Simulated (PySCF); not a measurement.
**Dipole response of Nb²⁺ (niobium, charge +2)**

[Kr] 4d3, high-spin 4F determinant. Computed with PySCF 2.14 in def2-QZVPPD with the def2 core potential (28 electrons) (7s5p4d3f2g, 81 functions), with scalar relativity through the core potential. Coupled (time-dependent) response in atomic units; α is the mean over directions.

```json
{"method": "UHF", "mean α (bohr³)": "10.18", "C₆ (like pair)": "53.12", "S(−4)": "44.66"}
{"method": "PBE", "mean α (bohr³)": "11.65", "C₆ (like pair)": "60.98", "S(−4)": "70.97"}
{"method": "PBE0", "mean α (bohr³)": "11.06", "C₆ (like pair)": "57.88", "S(−4)": "59.38"}
{"method": "MN15", "mean α (bohr³)": "11.59", "C₆ (like pair)": "60.58", "S(−4)": "67.47"}
{"method": "PBEsol", "mean α (bohr³)": "11.75", "C₆ (like pair)": "61.77", "S(−4)": "71.79"}
```

S(−4) is the Cauchy moment in α(ω) = α(0) + S(−4) ω² + …

Spin-orbit coupling is absent.

α(iu) at UHF:

```tsv
u (hartree)	α(iu) (bohr³)
0	10.18
0.0500	10.07
0.100	9.769
0.200	8.829
0.300	7.807
0.500	6.120
0.750	4.655
1.00	3.643
1.50	2.374
2.00	1.643
3.00	0.8951
5.00	0.3711
```

A single London oscillator, α(iu) = α/(1 + u²/ω²), gives C₆ = (3/4) ω α². Matching the computed C₆ needs ω = 4 × 53.12 / (3 × 10.18²) = 0.683 hartree.

For an ion, C₆ is the dispersion term alone; charge-induced terms of lower order in 1/R come first.

Energies and moments cover only the electrons outside the core potential.
